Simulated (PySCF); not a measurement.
MoH2 at several levels of theory

All levels use the PBE0 minimum (quintet; Mo–H 1.706 Å (×2); H–Mo–H 108.1°), basis [Mo def2-TZVP with ECP28, H def2-TZVP], scalar-relativistic core potentials, density fitting, no spin–orbit coupling, PySCF. For vertical energies the ionised species is a quartet (spins chosen at PBE0 and kept) and the electron-attached one a sextet. Atomisation goes to high-spin ground-configuration atoms, without zero-point energy. Open shells are unrestricted, also as the reference of the correlated levels. A dash marks a value that was not computed or is not defined at that level.

```json
{"level": "CCSD(T)", "atomisation (kJ/mol)": "?", "vertical IP (eV)": "?", "vertical EA (eV)": "?", "−ε(HOMO) (eV)": "–", "dipole (D)": "–"}
{"level": "HF", "atomisation (kJ/mol)": "245", "vertical IP (eV)": "7.72", "vertical EA (eV)": "-0.29", "−ε(HOMO) (eV)": "8.84", "dipole (D)": "3.93"}
{"level": "MP2", "atomisation (kJ/mol)": "404", "vertical IP (eV)": "8.31", "vertical EA (eV)": "0.15", "−ε(HOMO) (eV)": "–", "dipole (D)": "–"}
{"level": "PBE0", "atomisation (kJ/mol)": "465", "vertical IP (eV)": "8.34", "vertical EA (eV)": "0.23", "−ε(HOMO) (eV)": "6.03", "dipole (D)": "2.95"}
{"level": "PBE", "atomisation (kJ/mol)": "493", "vertical IP (eV)": "8.38", "vertical EA (eV)": "0.24", "−ε(HOMO) (eV)": "4.89", "dipole (D)": "2.54"}
{"level": "B3LYP", "atomisation (kJ/mol)": "512", "vertical IP (eV)": "8.33", "vertical EA (eV)": "0.20", "−ε(HOMO) (eV)": "5.73", "dipole (D)": "2.85"}
{"level": "r2SCAN", "atomisation (kJ/mol)": "?", "vertical IP (eV)": "?", "vertical EA (eV)": "?", "−ε(HOMO) (eV)": "?", "dipole (D)": "?"}
{"level": "wB97X", "atomisation (kJ/mol)": "534", "vertical IP (eV)": "8.01", "vertical EA (eV)": "0.03", "−ε(HOMO) (eV)": "8.01", "dipole (D)": "3.43"}
```

Q: Fill in the row of r2SCAN.

A: atomisation (kJ/mol) 474, vertical IP (eV) 8.47, vertical EA (eV) 0.23, −ε(HOMO) (eV) 5.28, dipole (D) 2.72.

Q: Fill in the row of CCSD(T).

A: atomisation (kJ/mol) 449, vertical IP (eV) 8.12, vertical EA (eV) 0.08.

For MoH₂ itself CCSD(T) correlates 16 electrons; T1 = 0.025, D1 = 0.098, (T) = -25 kJ/mol.

Spin contamination in at least one species weakens the values at: HF, MP2.

Without diffuse functions attachment energies tend to come out too low.

With open d or f shells other occupations or spin states may lie lower.
